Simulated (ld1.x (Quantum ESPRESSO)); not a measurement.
**antimony TM: all-electron and pseudo phase curves**

| Quantity | Value |
| --- | --- |
| Element | Sb (Z = 51) |
| Generator | ld1.x (Quantum ESPRESSO) 7.5 |
| Type | norm-conserving Troullier–Martins (Kleinman–Bylander form) |
| Functional | PBEsol |
| Relativity | scalar-relativistic |
| Frozen core | [Kr] 4d10 |
| Valence charge | 5 |
| Reference configuration | 5s1 5p4 |
| Partial waves | 5p (bound): rc 2.20 bohr; 5s (bound): rc 1.60 bohr |
| Local potential | the s channel |
| Core correction | a·sin(br)/r model core, default radius (core density twice the valence density) |

The phase is arctan(r·u′/u) with u = r·R(r), unwrapped; energies in Ry, scanned from -3 to 5 Ry. A pole is an energy at which the radial function vanishes at the test radius. The pseudo phase is shifted by a multiple of π to meet the all-electron one at the reference energy, and phase errors are pseudo minus all-electron; the curves can meet again beyond the range given. Levels narrower than the energy grid can be missing from the lists of poles.

Task: For each channel, where are the poles, and over which energies does the pseudopotential scatter like the atom?

Result:

| channel | radius (bohr) | reference energy (Ry) | poles, all-electron | poles, pseudo | unbroken range about the reference energy with phases within 0.05 rad | phase error 1 Ry above the reference energy (rad) |
| --- | --- | --- | --- | --- | --- | --- |
| s | 2.40 | -1.00 | 0.76 | 0.67 | below 2.1 | -0.005 |
| p | 2.40 | -0.40 | 2.22 | 2.13 | below 4.6 | -0.004 |

Phases in the s channel:

```json
{"E (Ry)": "-3.00", "all-electron": "1.200", "pseudo": "1.198"}
{"E (Ry)": "-2.52", "all-electron": "1.107", "pseudo": "1.104"}
{"E (Ry)": "-2.04", "all-electron": "0.916", "pseudo": "0.911"}
{"E (Ry)": "-1.56", "all-electron": "0.390", "pseudo": "0.385"}
{"E (Ry)": "-1.08", "all-electron": "-0.687", "pseudo": "-0.687"}
{"E (Ry)": "-0.60", "all-electron": "-1.221", "pseudo": "-1.223"}
{"E (Ry)": "-0.12", "all-electron": "-1.417", "pseudo": "-1.422"}
{"E (Ry)": "0.36", "all-electron": "-1.517", "pseudo": "-1.524"}
{"E (Ry)": "0.84", "all-electron": "-1.580", "pseudo": "-1.593"}
{"E (Ry)": "1.32", "all-electron": "-1.628", "pseudo": "-1.649"}
{"E (Ry)": "1.80", "all-electron": "-1.670", "pseudo": "-1.704"}
{"E (Ry)": "2.28", "all-electron": "-1.711", "pseudo": "-1.772"}
{"E (Ry)": "2.76", "all-electron": "-1.756", "pseudo": "-1.881"}
{"E (Ry)": "3.24", "all-electron": "-1.812", "pseudo": "-2.147"}
{"E (Ry)": "3.72", "all-electron": "-1.889", "pseudo": "-3.277"}
{"E (Ry)": "4.20", "all-electron": "-2.014", "pseudo": "-4.298"}
{"E (Ry)": "4.68", "all-electron": "-2.254", "pseudo": "-4.539"}
```
